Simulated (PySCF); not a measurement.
H₃Sn (SMILES [SnH3+]), charge +1, singlet, at a GFN2-xTB geometry (such geometries of metal compounds can be far from the true shape) (core potentials on Sn), atoms displaced at random by about 0.1 Å a coordinate. Base run: B3LYP/def2-SV(P) in PySCF.

Here is a job for PySCF.
```python
from pyscf import gto, scf, dft
from pyscf.geomopt import geometric_solver

mol = gto.M(
    atom='''
Sn    0.021404    0.050735    0.121124
H     0.748122   -0.427756    1.654642
H    -0.494304    1.670108   -0.387129
H    -0.179954   -1.273915   -1.160166
''',
    basis='def2-sv(p)',
    ecp={'Sn': 'def2-sv(p)'},
    charge=1,
    spin=0,
    verbose=3,
)

def method(m):
    mf = dft.RKS(m)
    mf.xc = 'b3lyp'
    return mf

conv, mol_eq = geometric_solver.kernel(method(mol), maxsteps=100)
print('optimisation converged:', conv)
print(mol_eq.tostring(format='xyz'))
mf = method(mol_eq)
mf.kernel()
```

Each row names what was changed in the base input (with any setting that the change needs).

| change | ΔE vs base (µEh) | optimiser steps | core-seconds (rough) |
|---|---|---|---|
| base | 0.0 | 7 | 10 |
| convergence_set = NWCHEM_LOOSE | 0.0 | 7 | 10 |
| coordsys = prim | 0.0 | 7 | 10 |
| convergence_set = TURBOMOLE | -0.2 | 8 | 20 |
| coordsys = hdlc | 0.0 | 6 | 10 |
| convergence_set = GAU_TIGHT | -0.2 | 11 | 20 |
| trust = 0.02 | -0.1 | 8 | 20 |
